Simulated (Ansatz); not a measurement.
Consider the formal exchange of groups at a B–I bond: `C=CBI` + `C=C/C(F)=C\F` → `C=CBC=C` + `F/C=C(/F)I`.

Gas-phase electronic energies from Ansatz, PBE0-D4/def2-TZVP geometries. CBS: MP2 limit from def2 TZ/QZ plus the TZ coupled-cluster correction, frozen cores. Double bonds are as drawn, so ΔE can hold a change between cis and trans. Functionals use def2-TZVPP. B3LYP here is the variant with VWN-RPA as its local correlation; programs differ in this. def2 core potentials past Kr. For I outer-core shells are correlated without core-valence functions, which leaves a few kJ/mol of doubt a bond. One conformer a species, not always the lowest.

```json
{"level": "PBE-D4", "ΔE (kJ/mol)": "112.9", "difference from CCSD(T)/CBS": "-1.1"}
{"level": "r2SCAN-D4", "ΔE (kJ/mol)": "119.9", "difference from CCSD(T)/CBS": "5.9"}
{"level": "PBE0-D4", "ΔE (kJ/mol)": "117.6", "difference from CCSD(T)/CBS": "3.6"}
{"level": "B3LYP-D4", "ΔE (kJ/mol)": "110.7", "difference from CCSD(T)/CBS": "-3.3"}
{"level": "ωB97X-V", "ΔE (kJ/mol)": "110.5", "difference from CCSD(T)/CBS": "-3.5"}
{"level": "ωB97M-V", "ΔE (kJ/mol)": "109.1", "difference from CCSD(T)/CBS": "-4.9"}
{"level": "B2PLYP", "ΔE (kJ/mol)": "113.7", "difference from CCSD(T)/CBS": "-0.3"}
{"level": "PBE", "ΔE (kJ/mol)": "113.3", "difference from CCSD(T)/CBS": "-0.7"}
{"level": "r2SCAN", "ΔE (kJ/mol)": "119.9", "difference from CCSD(T)/CBS": "5.9"}
{"level": "PBE0", "ΔE (kJ/mol)": "117.9", "difference from CCSD(T)/CBS": "3.9"}
{"level": "B3LYP", "ΔE (kJ/mol)": "111.6", "difference from CCSD(T)/CBS": "-2.4"}
{"level": "HF/def2-TZVPP", "ΔE (kJ/mol)": "121.4", "difference from CCSD(T)/CBS": "7.4"}
{"level": "MP2/def2-TZVPP", "ΔE (kJ/mol)": "118.4", "difference from CCSD(T)/CBS": "4.4"}
{"level": "SCS-MP2/def2-TZVPP", "ΔE (kJ/mol)": "113.6", "difference from CCSD(T)/CBS": "-0.4"}
{"level": "CCSD/def2-TZVPP", "ΔE (kJ/mol)": "115.2", "difference from CCSD(T)/CBS": "1.2"}
{"level": "CCSD(T)/def2-TZVPP", "ΔE (kJ/mol)": "115.3", "difference from CCSD(T)/CBS": "1.3"}
{"level": "HF/def2-QZVPP", "ΔE (kJ/mol)": "120.1", "difference from CCSD(T)/CBS": "6.1"}
{"level": "MP2/def2-QZVPP", "ΔE (kJ/mol)": "117.2", "difference from CCSD(T)/CBS": "3.2"}
{"level": "SCS-MP2/def2-QZVPP", "ΔE (kJ/mol)": "112.7", "difference from CCSD(T)/CBS": "-1.3"}
{"level": "HF/CBS(def2)", "ΔE (kJ/mol)": "119.9", "difference from CCSD(T)/CBS": "5.9"}
{"level": "MP2/CBS(def2)", "ΔE (kJ/mol)": "117.1", "difference from CCSD(T)/CBS": "3.1"}
{"level": "CCSD/CBS(def2)", "ΔE (kJ/mol)": "113.9", "difference from CCSD(T)/CBS": "-0.1"}
{"level": "CCSD(T)/CBS", "ΔE (kJ/mol)": "114.0", "difference from CCSD(T)/CBS": "0"}
```

Largest T1 diagnostic among the species: 0.012.

From PBE to PBE0 (25 % exact exchange), in def2-TZVPP and without D4, ΔE moves by +4.6 kJ/mol.
